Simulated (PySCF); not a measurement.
# HfO₂ + 2 H₂O → HfH₄ + 2 O₂

Level: PBE0 in the def2-TZVP basis family, computed in PySCF with density fitting; scalar-relativistic core potentials for atoms from Rb on, none lighter, no spin–orbit coupling; open shells unrestricted.

```csv
species,state and structure,E (Eh),ZPE (kJ/mol),H(298 K) − H(0) (kJ/mol),S° (J/(mol K))
HfO₂,"singlet, C2v, Hf–O 1.776 Å (×2); O–Hf–O 107.8°",-198.37557,12.4,11.3,276.1
H₂O,"singlet, C2v, O–H 0.960 Å (×2); H–O–H 105.1°",-76.37736,56.5,9.9,188.7
HfH₄,"singlet, Td, Hf–H 1.847 Å (×4)",-50.30247,59.3,12.1,239.1
O₂,"triplet, D∞h, O–O 1.193 Å",-150.23561,10.3,8.7,204.9
```

Task: What is the electronic reaction energy?

Result: At PBE0/def2-TZVP, ΔE = 936.3 kJ/mol from the differences of the total energies times 2625.5, uphill. 

Task: Add zero-point, thermal and entropy terms for 298.15 K and 1 bar.

Result: ΔZPE = -45.5 and Δ[H(298) − H(0)] = -1.6 kJ/mol give ΔH° = 889.2 kJ/mol. ΔS° = -4.6 J/(mol K), so ΔG° = 889.2 − 298.15 × (-0.0046) = 891 kJ/mol.

Spin–orbit coupling can matter for HfO₂, HfH₄ and is left out. Only the bonding shown was studied: isomers, or loss of a ligand pair, can lie lower.
